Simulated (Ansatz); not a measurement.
System: C₂H₃ClF₂, charge 0, singlet. C2H3ClF2 (2-chloro-1,1-difluoroethane, SMILES FC(F)CCl).
B3LYP-D3(BJ)/def2-TZVP minimum from Ansatz (a program for electronic structure):
```xyz
8

F      1.3417    -0.7901     0.5373
C      0.8696     0.2783    -0.1600
F      1.6213     1.3658     0.1986
C     -0.5684     0.5640     0.2077
Cl    -1.6439    -0.7319    -0.3957
H      1.0205     0.0884    -1.2240
H     -0.6665     0.6192     1.2892
H     -0.8815     1.5000    -0.2473
```

Atomisation energy term by term, kcal/mol (programs: Ansatz). Radicals and triplets start from unrestricted determinants; spin-orbit coupling is neglected. Correlated methods leave the cores frozen. Rows without X2C or -DK are non-relativistic. CBS(X,Y): correlation extrapolated as X^-3, Hartree-Fock from the larger set. A bracket is a step between two methods taken in the basis named. 'core' is core correlation in cc-pwCVTZ (1s frozen past Ne), 'X2C' scalar relativity in cc-pVTZ-DK, both at CCSD(T). Where a partner has so few electrons that a lower coupled-cluster level is exact, that level stands in.

| term | basis | kcal/mol |
|---|---|---|
| Hartree-Fock | cc-pV(Q+d)Z | 507.16 |
| CCSD correlation | CBS(cc-pV(T+d)Z,cc-pV(Q+d)Z) | 190.94 |
| (T) | CBS(cc-pV(T+d)Z,cc-pV(Q+d)Z) | 14.97 |
| CCSDT(Q) - CCSD(T) | cc-pV(D+d)Z | 0.71 |
| core correlation | cc-pwCVTZ | 2.42 |
| scalar relativity | X2C, cc-pVTZ-DK | -0.90 |
| sum: De |  | 715.3 |
